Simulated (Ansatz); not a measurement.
Compare A (`CC(F)(F)CC(F)F`) with its isomer B (`C[C@H](F)[C@H](F)C(F)F`).

Isolated molecules relaxed with PBE0-D4/def2-TZVP in Ansatz; ΔE leaves out vibrations. CBS: MP2 limit from def2 TZ/QZ plus the TZ coupled-cluster correction, frozen cores. DFT in def2-TZVPP. B3LYP here is the variant with VWN-RPA as its local correlation; programs differ in this. One conformer a species, not always the lowest.

Which is lower in electronic energy at CCSD(T)/CBS, and by how much? (Estimate.)

Ansatz gave: A, by 58.7 kJ/mol.

Give E(B) − E(A) in kJ/mol with B3LYP-D4, CCSD(T)/def2-TZVPP, MP2/def2-TZVPP, LDA (SPW92), PBE0-D4, r2SCAN-D4, B3LYP. (Estimate.)

Computed: B3LYP-D4 56.0, CCSD(T)/def2-TZVPP 58.6, MP2/def2-TZVPP 61.4, LDA (SPW92) 64.5, PBE0-D4 59.6, r2SCAN-D4 62.4, B3LYP 56.0. None reverses the order clearly.

Does the order hold for the free energy at 298.15 K (harmonic terms from PBE0-D4)? (Estimate.)

The calculation gave: Yes: G(B) − G(A) = +59.3 kJ/mol, for one conformer each. Modes under 60 cm⁻¹, often nearly free rotors, make the harmonic entropy too high.

Largest T1 diagnostic: 0.011.

Leaving LDA and LC-ωPBE aside and taking each functional with its dispersion term where it has one, the values, not all of them listed here, spread over 8.5 kJ/mol, from BLYP-D4 to r2SCAN0-D4. LDA lies +6.1 kJ/mol from PBE without D4. From BLYP to BHLYP (50 % exact exchange), in def2-TZVPP and without D4, E(B) − E(A) moves by +3.1 kJ/mol.
